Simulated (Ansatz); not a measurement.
```xyz
9

C     0.707   -0.537    0.340
C    -0.255    0.639    0.329
Si   -1.550    0.905   -1.025
Cl   -1.205   -0.745   -2.262
H     1.371   -0.505    1.207
H     1.328   -0.548   -0.558
H     0.169   -1.486    0.364
H    -0.852    0.677    1.256
H     0.287    1.600    0.348
```

Total charge 0; spin multiplicity 1.

Problem. List the PBE0/def2-TZVPP orbital energies in eV (Ansatz). (An estimate is asked.)

Solution. The calculation gave: Occupied: -2767.25, -1803.73, -278.20, -278.07, -259.10, -197.35, -197.29, -197.23, -145.85, -100.60, -100.50, -100.35, -22.96, -21.41, -17.74, -13.53, -12.67, -11.80, -11.10, -10.04, -9.59, -9.47, -9.16, -6.55. Lowest empty: -2.35, 0.25, 1.01, 2.07, 2.43, 2.70, 3.38, 3.40.
